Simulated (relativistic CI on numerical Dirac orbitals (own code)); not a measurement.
# One change at a time: Hg⁵⁶⁺

Base calculation: Dirac-Coulomb-Breit CI, orbitals from a KLI potential per configuration, a model potential for QED, unscaled Slater integrals.

Configuration list (outside the closed core [Ne]): 3s²3p⁶3d⁶, 3s²3p⁵3d⁷, 3s²3p⁴3d⁸, 3s3p⁶3d⁷, 3p⁶3d⁸, 3s3p⁵3d⁸, 3s²3p⁶3d⁵4s, 3s²3p⁶3d⁵4p, 3s²3p⁴3d⁷4s, 3s²3p⁶3d⁵4d, 3s²3p⁵3d⁶4s, 3s²3p⁶3d⁵4f, 3s²3p⁶3d⁴4s², 3s3p⁶3d⁶4s, 3p⁶3d⁷4s, 3p⁶3d⁷4p. Levels of other configurations are missing.

The lowest level and the first level of each name with at least 55 % of one term (blank where a level has no safe partner in the second run):

```
         Level  Base (eV)  Shift (eV)
 3s²3p⁶3d⁶ ³F4      0.000       0.000
 3s²3p⁶3d⁶ ³P0     29.848      -1.961
 3s²3p⁶3d⁶ ⁵D3     94.118      +1.502
 3s²3p⁶3d⁶ ³H6    103.919      +4.563
 3s²3p⁶3d⁶ ³G5    104.049      +3.460
 3s²3p⁶3d⁶ ³P1    130.554      +0.451
 3s²3p⁶3d⁶ ³F3    132.019      +1.536
 3s²3p⁶3d⁶ ⁵D2    193.959      +3.028
 3s²3p⁶3d⁶ ⁵D0    197.041      +2.476
 3s²3p⁶3d⁶ ³H5    205.274      +5.615
 3s²3p⁶3d⁶ ¹I6    208.769      +6.941
 3s²3p⁶3d⁶ ¹D2    257.353      +3.045
 3s²3p⁶3d⁶ ¹S0    277.584      +2.000
3s²3p⁵3d⁷ ⁵G°6    453.173      +5.194
```

At this charge energies of transitions that change n are usually good to better than 1 %, and those within a shell (Δn = 0) to a few per cent.

(1) One thing was changed in a second run, which moved the levels as shown. Which?
A. configuration mixing switched off
B. QED terms removed
C. valence Slater integrals scaled by 0.9
D. Breit term removed

## Answers

(1) D. Breit term removed. The Breit term mainly narrows fine-structure intervals, so removing it widens them.

LS names give the leading component of a level, which can be under half, so a name can repeat, a term be missing and a line seem to break the LS rules.
